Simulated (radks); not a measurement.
Spherical jellium clusters: N electrons in a uniform positive sphere of charge N and radius rs N^(1/3), rs = 4.76 bohr. Calculated with a radial shooting solver with Libxc functionals: non-relativistic Kohn-Sham, PBEsol, spin-polarised, spherical densities. Levels are named by radial order and angular momentum (1s, 1p, 1d, 2s, ...), and open shells are averaged over m. Each electron was tried in the lowest free levels, single moves between levels near the top were tried too, and the lowest total energy was kept; such a search can miss a lower state. Energies include the self-energy of the background; IP and EA are vertical (highest electron removed, lowest free level filled), at fixed background; spill-out counts the electrons outside the background radius R, and alpha is the static dipole polarisability from linear response (closed shells only). A dash means not computed or, for alpha, an open shell; in EA it means that no bound solution was reached, which is typical of self-interaction and does not show that the anion is unstable. Real open-shell clusters deform, which this model forbids.

\begin{tabular}{lrrrrrrrr}
N & open shells & 2S & E/N (eV) & E(N+1) + E(N-1) - 2E(N) (eV) & IP (eV) & EA (eV) & -e(HOMO) (eV) & spill-out (e) \\ \hline
1 & 1s(up 1, down 0) & 1 & -1.387 & - & - & - & 2.702 & 0.31 \\
2 & none & 0 & -1.669 & 0.732 & 4.528 & - & 2.763 & 0.47 \\
3 & 1p(up 1, down 0) & 1 & -1.518 & -0.538 & 3.479 & - & 2.009 & 0.72 \\
4 & 1p(up 2, down 0) & 2 & -1.578 & -0.339 & 3.900 & - & 2.413 & 0.87 \\
5 & 1p(up 3, down 0) & 3 & -1.681 & 0.374 & 4.110 & - & 2.663 & 0.97 \\
6 & 1p(up 3, down 1) & 2 & -1.688 & -0.342 & 3.628 & - & 2.368 & 1.10 \\
7 & 1p(up 3, down 2) & 1 & -1.742 & -0.218 & 3.901 & 1.410 & 2.625 & 1.20 \\
8 & none & 0 & -1.809 & 0.864 & 4.055 & - & 2.797 & 1.28 \\
9 & 1d(up 1, down 0) & 1 & -1.766 & -0.221 & 3.133 & - & 1.989 & 1.43 \\
10 & 1d(up 2, down 0) & 2 & -1.753 & -0.179 & 3.328 & 1.107 & 2.194 & 1.56 \\
11 & 1d(up 3, down 0) & 3 & -1.759 & -0.148 & 3.475 & 1.278 & 2.355 & 1.66 \\
12 & 1d(up 4, down 0) & 4 & -1.776 & -0.125 & 3.589 & 1.421 & 2.485 & 1.74 \\
13 & 1d(up 5, down 0) & 5 & -1.800 & 0.364 & 3.680 & 1.086 & 2.593 & 1.82 \\
14 & 1d(up 5, down 1) & 4 & -1.795 & -0.162 & 3.284 & 1.271 & 2.264 & 1.91 \\
15 & 1d(up 5, down 2) & 3 & -1.801 & -0.130 & 3.424 & 1.420 & 2.408 & 2.00 \\
16 & 1d(up 5, down 3) & 2 & -1.815 & -0.108 & 3.532 & - & 2.524 & 2.07 \\
17 & 1d(up 5, down 4) & 1 & -1.833 & -0.092 & 3.619 & 1.650 & 2.621 & 2.15 \\
18 & none & 0 & -1.855 & 0.131 & 3.690 & 1.550 & 2.704 & 2.22 \\
19 & 2s(up 1, down 0) & 1 & -1.867 & 0.272 & 3.538 & 1.328 & 2.572 & 2.35 \\
20 & none & 0 & -1.865 & 0.180 & 3.260 & 1.161 & 2.362 & 2.54 \\
21 & 1f(up 1, down 0) & 1 & -1.854 & -0.098 & 3.090 & 1.270 & 2.169 & 2.62 \\
22 & 1f(up 2, down 0) & 2 & -1.848 & -0.088 & 3.172 & 1.366 & 2.259 & 2.69 \\
23 & 1f(up 3, down 0) & 3 & -1.847 & -0.079 & 3.245 & 1.453 & 2.339 & 2.76 \\
24 & 1f(up 4, down 0) & 4 & -1.849 & -0.072 & 3.308 & 1.532 & 2.411 & 2.82 \\
25 & 1f(up 5, down 0) & 5 & -1.854 & -0.066 & 3.365 & 1.603 & 2.475 & 2.87 \\
26 & 1f(up 6, down 0) & 6 & -1.862 & -0.060 & 3.415 & 1.668 & 2.534 & 2.93 \\
27 & 1f(up 7, down 0) & 7 & -1.870 & 0.289 & 3.461 & 1.389 & 2.587 & 2.98 \\
28 & 1f(up 7, down 1) & 6 & -1.868 & -0.077 & 3.157 & 1.474 & 2.309 & 3.05 \\
29 & 1f(up 7, down 2) & 5 & -1.869 & -0.069 & 3.224 & 1.552 & 2.381 & 3.11 \\
30 & 1f(up 7, down 3) & 4 & -1.872 & -0.063 & 3.283 & 1.621 & 2.446 & 3.17 \\
31 & 1f(up 7, down 4) & 3 & -1.877 & -0.057 & 3.336 & 1.685 & 2.504 & 3.22 \\
32 & 1f(up 7, down 5) & 2 & -1.883 & -0.053 & 3.383 & 1.744 & 2.557 & 3.28 \\
33 & 1f(up 7, down 6) & 1 & -1.891 & -0.049 & 3.426 & 1.798 & 2.606 & 3.33 \\
34 & none & 0 & -1.899 & 0.277 & 3.465 & 1.541 & 2.650 & 3.39 \\
35 & 2p(up 1, down 0) & 1 & -1.899 & - & 3.178 & 1.603 & 2.386 & 3.52 \\
\end{tabular}

All shells are closed at N = 2, 8, 18, 20, 34 (there: 1s2 1p6 1d10 2s2 1f14); the second difference of the energy has clear peaks (12 % above both neighbours; the first and last values, which can be the largest, are not judged, and half-filled shells can peak too) at N = 5, 8, 13, 19, 27.
